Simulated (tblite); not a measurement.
Species: C5H15BOSi.
Numbering: `[CH2:1]=[CH:2][CH2:3][O+:4]([CH3:5])[BH2-:6][CH2:7][SiH3:8]` (hydrogens: H9, H10 on C1; H11 on C2; H12, H13 on C3; H14, H15, H16 on C5; H17, H18 on B6; H19, H20 on C7; H21, H22, H23 on Si8)
Bond orders are those of one Lewis drawing.

Computed with GFN2-xTB (tblite), gas phase: L-BFGS steps from a force-field or distance-geometry start until the largest atomic force falls under 0.01 eV/Å.

Step 11: E = -689.0725 eV
```
atom  x, y, z in Å  |  force x, y, z in eV/Å
C1      3.2305   -0.9329    1.4177    0.010  -0.062  -0.063
C2      2.3652    0.0610    1.3727   -0.026  -0.018   0.078
C3      0.9171   -0.1160    1.0391   -0.041   0.027  -0.183
O4      0.5705    0.6747   -0.0993    0.045   0.084  -0.027
C5      1.2347    0.2828   -1.2854   -0.005  -0.013   0.023
B6     -1.0520    0.9342   -0.2768   -0.134  -0.005  -0.085
C7     -1.7829   -0.2617   -1.1108   -0.008  -0.091   0.054
Si8    -3.3921   -0.6977   -0.2216   -0.040   0.032   0.023
H9      2.9210   -1.9411    1.2074   -0.040  -0.130   0.001
H10     4.2715   -0.8130    1.6543    0.029   0.139   0.058
H11     2.6475    1.0844    1.5725    0.105   0.016   0.007
H12     0.2809    0.2671    1.8440    0.108  -0.074  -0.015
H13     0.6657   -1.1676    0.8545    0.039  -0.051   0.028
H14     0.8296    0.8856   -2.0922   -0.046   0.039  -0.022
H15     2.3071    0.4572   -1.1984    0.101   0.080   0.088
H16     1.0791   -0.7735   -1.5087   -0.094  -0.108  -0.026
H17    -1.4000    1.0106    0.8549   -0.050   0.022   0.112
H18    -1.0946    1.9880   -0.8105    0.082   0.121  -0.190
H19    -1.1774   -1.1686   -1.1893    0.074  -0.032   0.118
H20    -1.9978    0.0088   -2.1489    0.038   0.097   0.090
H21    -3.0739   -1.2762    1.0957   -0.047  -0.072  -0.067
H22    -4.1346    0.5417    0.0072   -0.149  -0.047  -0.028
H23    -4.2199   -1.6615   -0.9679    0.049   0.045   0.025
```

Step 12: E = -689.0822 eV
```
atom  x, y, z in Å  |  force x, y, z in eV/Å
C1      3.2352   -0.9354    1.4185    0.020  -0.107  -0.059
C2      2.3697    0.0565    1.3714   -0.060   0.029   0.103
C3      0.9220   -0.1182    1.0375   -0.085   0.069  -0.181
O4      0.5799    0.6819   -0.0966   -0.101   0.046  -0.069
C5      1.2347    0.2843   -1.2858    0.036  -0.002   0.004
B6     -1.0579    0.9404   -0.2843   -0.070   0.072  -0.004
C7     -1.7876   -0.2608   -1.1078    0.023  -0.046   0.028
Si8    -3.4000   -0.6999   -0.2256   -0.015   0.038   0.024
H9      2.9288   -1.9444    1.2116   -0.049  -0.156  -0.014
H10     4.2739   -0.8115    1.6562    0.086   0.136   0.069
H11     2.6538    1.0787    1.5748    0.093   0.028  -0.006
H12     0.2866    0.2635    1.8454    0.118  -0.092  -0.046
H13     0.6674   -1.1686    0.8457    0.048  -0.020   0.037
H14     0.8296    0.8903   -2.0945   -0.007  -0.042   0.059
H15     2.3087    0.4583   -1.1963    0.062   0.044   0.037
H16     1.0739   -0.7759   -1.5010   -0.070  -0.005  -0.040
H17    -1.4015    1.0245    0.8472   -0.054   0.007   0.138
H18    -1.0897    1.9983   -0.8155    0.072   0.046  -0.201
H19    -1.1761   -1.1649   -1.1711    0.049  -0.030   0.076
H20    -1.9980    0.0062   -2.1482    0.052   0.052   0.096
H21    -3.0828   -1.2834    1.0860   -0.029  -0.084  -0.006
H22    -4.1484    0.5329    0.0071   -0.158  -0.012  -0.028
H23    -4.2270   -1.6669   -0.9646    0.039   0.029  -0.016
```

Step 13: E = -689.0912 eV
```
atom  x, y, z in Å  |  force x, y, z in eV/Å
C1      3.2399   -0.9393    1.4182    0.017  -0.107  -0.035
C2      2.3734    0.0521    1.3721   -0.051   0.040   0.074
C3      0.9256   -0.1191    1.0328   -0.070   0.076  -0.115
O4      0.5873    0.6898   -0.0957   -0.195  -0.014  -0.088
C5      1.2357    0.2855   -1.2861    0.056   0.012  -0.012
B6     -1.0657    0.9483   -0.2912   -0.006   0.134   0.081
C7     -1.7919   -0.2609   -1.1042    0.051   0.018   0.025
Si8    -3.4079   -0.7013   -0.2290    0.008   0.040   0.025
H9      2.9356   -1.9505    1.2155   -0.031  -0.123  -0.021
H10     4.2774   -0.8076    1.6593    0.072   0.105   0.062
H11     2.6615    1.0738    1.5769    0.067   0.006  -0.017
H12     0.2941    0.2583    1.8459    0.093  -0.085  -0.061
H13     0.6699   -1.1697    0.8380    0.052   0.019   0.023
H14     0.8293    0.8939   -2.0956    0.031  -0.101   0.105
H15     2.3115    0.4602   -1.1935    0.003   0.000  -0.012
H16     1.0676   -0.7780   -1.4945   -0.030   0.099  -0.044
H17    -1.4039    1.0381    0.8428   -0.046   0.005   0.106
H18    -1.0834    2.0090   -0.8245    0.047  -0.045  -0.183
H19    -1.1741   -1.1620   -1.1524    0.017  -0.015   0.037
H20    -1.9972    0.0045   -2.1461    0.061   0.002   0.087
H21    -3.0918   -1.2918    1.0767   -0.014  -0.089   0.047
H22    -4.1647    0.5243    0.0064   -0.157   0.014  -0.028
H23    -4.2330   -1.6714   -0.9617    0.025   0.011  -0.056
```

Step 14: E = -689.0994 eV
```
atom  x, y, z in Å  |  force x, y, z in eV/Å
C1      3.2443   -0.9441    1.4173    0.001  -0.065   0.001
C2      2.3763    0.0478    1.3739   -0.012   0.022   0.001
C3      0.9280   -0.1185    1.0260   -0.010   0.048  -0.016
O4      0.5903    0.6966   -0.0966   -0.205  -0.067  -0.069
C5      1.2372    0.2868   -1.2861    0.044   0.021  -0.015
B6     -1.0726    0.9578   -0.2961    0.040   0.142   0.132
C7     -1.7947   -0.2605   -1.0999    0.062   0.074   0.047
Si8    -3.4150   -0.7018   -0.2317    0.019   0.033   0.031
H9      2.9412   -1.9585    1.2186    0.006  -0.049  -0.019
H10     4.2815   -0.8019    1.6634    0.002   0.051   0.041
H11     2.6701    1.0693    1.5787    0.034  -0.033  -0.024
H12     0.3027    0.2520    1.8454    0.036  -0.056  -0.053
H13     0.6733   -1.1703    0.8312    0.050   0.052  -0.003
H14     0.8296    0.8955   -2.0949    0.052  -0.112   0.093
H15     2.3142    0.4620   -1.1912   -0.044  -0.035  -0.039
H16     1.0611   -0.7781   -1.4893    0.012   0.155  -0.049
H17    -1.4071    1.0508    0.8405   -0.033   0.020   0.059
H18    -1.0767    2.0180   -0.8364    0.016  -0.114  -0.149
H19    -1.1717   -1.1595   -1.1342   -0.014   0.010   0.005
H20    -1.9952    0.0032   -2.1425    0.067  -0.041   0.062
H21    -3.1005   -1.3015    1.0690   -0.006  -0.080   0.077
H22    -4.1831    0.5164    0.0052   -0.139   0.021  -0.028
H23    -4.2380   -1.6754   -0.9602    0.022   0.004  -0.085
```

Task: Estimate the geometry and energy of step 15. (The exact step hangs on the optimiser's Hessian estimate; all steps are aligned on step 14, rigid shifts and turns removed.)

Result: E = -689.1063 eV, largest force 0.177 eV/Å
```
atom  x, y, z in Å  |  force x, y, z in eV/Å
C1      3.2477   -0.9489    1.4166   -0.020  -0.006   0.032
C2      2.3786    0.0441    1.3751    0.030  -0.004  -0.078
C3      0.9296   -0.1173    1.0193    0.049   0.003   0.067
O4      0.5884    0.7007   -0.0988   -0.135  -0.085  -0.018
C5      1.2385    0.2884   -1.2855    0.009   0.022  -0.004
B6     -1.0763    0.9675   -0.2980    0.058   0.091   0.132
C7     -1.7954   -0.2588   -1.0945    0.046   0.097   0.076
Si8    -3.4203   -0.7012   -0.2332    0.014   0.018   0.041
H9      2.9456   -1.9663    1.2207    0.045   0.027  -0.014
H10     4.2847   -0.7955    1.6677   -0.074  -0.010   0.019
H11     2.6785    1.0649    1.5798    0.006  -0.060  -0.028
H12     0.3106    0.2459    1.8443   -0.028  -0.019  -0.025
H13     0.6774   -1.1701    0.8256    0.041   0.062  -0.028
H14     0.8308    0.8950   -2.0932    0.045  -0.072   0.030
H15     2.3157    0.4629   -1.1897   -0.058  -0.048  -0.038
H16     1.0560   -0.7754   -1.4861    0.042   0.137  -0.059
H17    -1.4106    1.0617    0.8392   -0.018   0.049   0.033
H18    -1.0711    2.0231   -0.8495   -0.006  -0.137  -0.112
H19    -1.1698   -1.1572   -1.1186   -0.035   0.035  -0.012
H20    -1.9922    0.0021   -2.1378    0.069  -0.063   0.033
H21    -3.1079   -1.3113    1.0640   -0.006  -0.057   0.076
H22    -4.2016    0.5103    0.0035   -0.106   0.005  -0.029
H23    -4.2415   -1.6784   -0.9606    0.033   0.013  -0.095
```

The energy changes by -0.0069 eV. The first-order estimate −F·Δx gives -0.0096 eV and the mean of the old and new forces, exact on a quadratic surface, -0.0069 eV. The step makes an angle of 66° with the force vector and moves no atom by more than 0.020 Å.

What follows is the cost of the whole relaxation. The run took 2.3 s of wall time on one thread of an Arm Neoverse N1, shared host.
